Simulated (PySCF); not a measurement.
Runs that did not reach their result, on `COC[NH2+][BH2-]P` (driver script around PySCF, density fitting, GFN2-xTB geometry as the base; each input is a line of settings and coordinates in Å).

Command:
```bash
OMP_NUM_THREADS=1 python probes_run.py task.json out
```
Input:
```
{"job": {"kind": "nmr", "xc": "BHandHLYP", "basis": "LANL2DZ", "pop": false, "scf": {"guess": "random", "max_cycle": 53}}, "charge": 0, "multiplicity": 1}
C      2.677991    -0.204978    -0.665507
O      2.140658     0.232603     0.566542
C      0.863410     0.781735     0.490802
N     -0.195852    -0.228583     0.402278
B     -1.714666     0.384847     0.299991
P     -2.856725    -1.229854     0.238055
H      3.707724    -0.489539    -0.462192
H      2.143897    -1.073544    -1.066490
H      2.661111     0.599618    -1.408247
H      0.709749     1.352405     1.410784
H      0.758852     1.454105    -0.372317
H     -0.172503    -0.835014     1.221148
H     -0.064549    -0.816098    -0.419212
H     -1.758847     1.036596    -0.691299
H     -1.906125     0.995115     1.300619
H     -4.068521    -0.575470     0.283986
H     -2.932602    -1.371915    -1.138851
```

Output:
```
start from random orthonormal orbitals
final grid: 126848 points
cycle   1  E = -201.3034455464  dE = -1.045e+02  |g| = 6.723e+00  |ddm| = 1.998e+02
cycle   2  E = -117.0399822162  dE =  8.426e+01  |g| = 4.564e+00  |ddm| = 7.884e+01
cycle   3  E = -187.8526446773  dE = -7.081e+01  |g| = 6.868e+00  |ddm| = 7.960e+01
cycle   4  E = -195.5337386077  dE = -7.681e+00  |g| = 6.784e+00  |ddm| = 6.167e+00
cycle   5  E = -195.6279638809  dE = -9.423e-02  |g| = 6.770e+00  |ddm| = 4.696e-01
cycle   6  E = -195.6849811479  dE = -5.702e-02  |g| = 6.775e+00  |ddm| = 5.428e-01
cycle   7  E = -195.7199083536  dE = -3.493e-02  |g| = 6.779e+00  |ddm| = 6.853e-01
cycle   8  E = -195.8011318008  dE = -8.122e-02  |g| = 6.766e+00  |ddm| = 6.361e-01
cycle   9  E = -195.8418173959  dE = -4.069e-02  |g| = 6.756e+00  |ddm| = 5.836e-01
cycle  10  E = -194.4644032257  dE =  1.377e+00  |g| = 6.901e+00  |ddm| = 4.295e+00
... (33 lines left out)
cycle  44  E = -202.4117355671  dE =  2.870e-01  |g| = 6.301e+00  |ddm| = 3.492e+00
cycle  45  E = -202.3250902868  dE =  8.665e-02  |g| = 6.300e+00  |ddm| = 1.287e+00
cycle  46  E = -202.6709925389  dE = -3.459e-01  |g| = 6.227e+00  |ddm| = 1.443e+00
cycle  47  E = -116.7581000838  dE =  8.591e+01  |g| = 6.108e+00  |ddm| = 9.245e+01
cycle  48  E = -204.2190870644  dE = -8.746e+01  |g| = 6.136e+00  |ddm| = 9.278e+01
cycle  49  E = -204.4983112375  dE = -2.792e-01  |g| = 6.195e+00  |ddm| = 4.989e+00
cycle  50  E = -204.7853863040  dE = -2.871e-01  |g| = 6.209e+00  |ddm| = 4.107e+00
cycle  51  E = -205.1607450911  dE = -3.754e-01  |g| = 6.253e+00  |ddm| = 3.534e+00
cycle  52  E = -205.3062589933  dE = -1.455e-01  |g| = 6.275e+00  |ddm| = 1.742e+00
cycle  53  E = -204.6798180432  dE =  6.264e-01  |g| = 6.166e+00  |ddm| = 8.658e+00
SCF not converged, last energy = -204.6798180432
```

Time: 12 s of wall time; peak memory 0.53 GiB. Hardware: Intel Xeon Platinum 8488C, one thread, shared host with 96 logical CPUs at a one-minute load of 25.

Problem. What went wrong, and what mends it?

Solution. The SCF did not converge in 53 cycles: the last printed gradient is 6.2e+00 and the last change of energy +6.3e-01 Eh. LANL2DZ replaces inner electrons by core potentials, hence the small total energy. Go back to the default start guess; if that fails, try a level shift or a second-order solver. Its energy and orbitals aren't self-consistent and shouldn't be used.

Input:
```
{"job": {"kind": "nmr", "xc": "BLYP", "basis": "cc-pVDZ-PP", "pop": false, "scf": {"aux": "def2-universal-jfit", "max_cycle": 57}}, "charge": 0, "multiplicity": 1}
(coordinates as above)
```

Output:
```
KeyError: 'Element c (Z=6) not found in basis cc-pVDZ-PP version 0'
```

Problem. What went wrong, and what mends it?

Solution. The basis cc-pVDZ-PP in the Basis Set Exchange has no functions for carbon, so the input was refused before any integral. Choose a basis that covers all elements. The run gave no result.

The values belong to the conformer `[CH3:1][O:2][CH2:3][NH2+:4][BH2-:5][PH2:6]`: C1–O2–C3–N4 79°, O2–C3–N4–B5 180°, C3–N4–B5–P6 -179°, H–P6–B5–N4 175°, H–P6–B5–N4 -92°.
